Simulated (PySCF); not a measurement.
**Electronic absorption of C4H10BBr**

C₄H₁₀BBr.
Bonds: C1–C2, C2–C3, C2–C4, C2–B5, B5–Br6. Hydrogens: H7, H8, H9 on C1; H10, H11, H12 on C3; H13, H14, H15 on C4; H16 on B5.

Theory: TDDFT wB97X-D/def2-SVPD, vertical, gas phase, core orbitals frozen in the response (PySCF). Geometry: PBE0-D3(BJ)/def2-SVP; no solvent, vibrations or thermal averaging. The wB97X-D/def2-SVPD calculation is non-relativistic and has no spin–orbit coupling, an omission that weighs most on bromine. Torsions of this conformer, `[CH3:1][C:2]([CH3:3])([CH3:4])[BH:5][Br:6]`: C1–C2–B5–Br6 -59°.

| state | E (eV) | λ (nm) | f | symmetry | main configurations (H = HOMO, L = LUMO) |
| --- | --- | --- | --- | --- | --- |
| S1 | 4.91 | 252.7 | 0.0004 | – | H→L (98%) |
| S2 | 6.24 | 198.6 | 0.0027 | A″ | H-2→L (96%) |
| S3 | 6.51 | 190.6 | 0.113 | A′ | H-1→L (96%) |
| S4 | 6.71 | 184.8 | 0.0011 | – | H-3→L (81%), H-5→L (16%) |
| S5 | 7.24 | 171.3 | 0.0044 | A′ | H-4→L (98%) |
| S6 | 7.41 | 167.3 | 0.0004 | – | H-5→L (73%), H-3→L (18%) |
| S7 | 7.59 | 163.3 | 0.034 | A′ | H→L+1 (77%), H→L+2 (10%) |
| S8 | 8.04 | 154.2 | 0.019 | A′ | H→L+2 (64%), H→L+1 (12%) |
| S9 | 8.27 | 150.0 | 0.0015 | – | H-6→L (98%) |
| S10 | 8.44 | 146.9 | 0.084 | A″ | H-1→L+1 (72%), H-1→L+2 (18%) |

Triplets (Tamm–Dancoff): T1 4.60 eV, H→L (95%); T2 5.57 eV, H-1→L (95%); T3 5.81 eV, H-2→L (91%); T4 6.39 eV, H-3→L (61%), H-5→L (30%).

The lowest singlet comes at 253 nm (473 kJ/mol) in the ultraviolet; it is dark (f under 0.0005); its leading configuration is HOMO→LUMO (98%). The most intense listed level is S3 at 6.51 eV (191 nm, f = 0.113), 1.60 eV above S1. Löwdin shares by element: HOMO bromine 55%, boron 15%, carbon 11% or more, hydrogen 6% or more; LUMO boron 49%, bromine 20%, hydrogen 9% or more, carbon 8% or more. The listed states span 3.54 eV, and the widest gap between neighbours is 1.34 eV (S1 to S2). Orbital energies (eV): HOMO-3 -11.30, HOMO-2 -10.93, HOMO-1 -10.73, HOMO -9.73, LUMO 0.31, LUMO+1 1.80, LUMO+2 2.32. The oscillator strengths of these states sum to 0.261; summed over the whole spectrum of an exact calculation they would give the number of electrons, 74 (Thomas–Reiche–Kuhn). The vertical ionisation energy (ΔSCF) is 10.01 eV, 1.57 eV above S10. Symmetry labels in Cs follow from the direction of the transition dipole and are given only for states with f of 0.002 or more. The window holds the lowest 10 singlets.
